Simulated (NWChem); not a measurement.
System: SiH₂SF₂; SMILES F[SiH](F)S

Here is an NWChem input.

```
start job
memory heap 200 mb stack 900 mb global 1100 mb
geometry units angstroms noautosym nocenter noautoz
  Si     0.018476     0.479434     0.304139
  F     -1.340057     1.140546    -0.220458
  F      1.244541     1.278737    -0.347762
  S     -0.032686    -1.545432    -0.353259
  H      0.122632     0.627360     1.767332
  H      1.152878    -1.878362     0.203978
end
basis spherical
  * library cc-pvtz
end
dft
  xc pbe0
  iterations 150
end
property
  efieldgrad
end
task dft property
```

All runs use the structure optimised with B3LYP/6-31G* (spherical d).

Vzz is the largest principal value of the second derivative of the potential at the nucleus (NWChem prints the opposite sign); η is the asymmetry. Non-relativistic.

Atoms are numbered as in the input.

### Question
Predict the main results of this run. (PBE0/cc-pVTZ.) Quantities: Vzz S4 (a.u.); η S4.

### Answer
```json
{
 "Vzz S4 (a.u.)": "-1.894",
 "η S4": "0.77"
}
```
